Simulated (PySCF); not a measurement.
# Core-level binding energies of aluminum trichloride

Aluminum trichloride, AlCl3.
Numbering: `[Cl:1][Al:2]([Cl:3])[Cl:4]`

Computed with delta-SCF UKS SCAN, pcX-2 on the ionised atom, pcseg-1 elsewhere, spin-free X2C in PySCF 2.14.0. Binding energies are ΔSCF values: E(core-ionised, relaxed orbitals) − E(ground state) at a fixed geometry, referred to the vacuum level.

**Question.** List the computed XPS lines with their assignment.

**Answer.** 
```json
{"atom(s)": "Cl1/Cl3/Cl4", "environment": "chlorine bonded to Al", "level": "Cl 2p3/2", "binding energy (eV)": "206.57", "2p1/2 (eV)": "208.22", "count": "3"}
{"atom(s)": "Al2", "environment": "aluminium bonded to 3 Cl", "level": "Al 1s", "binding energy (eV)": "1569.72", "2p1/2 (eV)": "–", "count": "1"}
{"atom(s)": "Cl1/Cl3/Cl4", "environment": "chlorine bonded to Al", "level": "Cl 1s", "binding energy (eV)": "2829.16", "2p1/2 (eV)": "–", "count": "3"}
```

**Question.** Which photon energy gives electrons from Cl 2p3/2 of Cl1/Cl3/Cl4 a kinetic energy of 100 eV, and what is their de Broglie wavelength?

**Answer.** hν = 206.57 + 100 = 306.57 eV, recoil neglected; λ = 12.264 Å/√(E/eV) = 1.23 Å.

Atoms equivalent by their bonding share one computed value, that of the first of them. 2p3/2 and 2p1/2 are the ΔSCF energy of one spin-free 2p hole plus the eigenvalues of a spin–orbit and ligand-field matrix of the shell. 2p1/2 minus 2p3/2 (ligand field included): Cl 1.65 eV. Isolated species at its PBE0-D3(BJ)/def2-SVP geometry, gas phase.
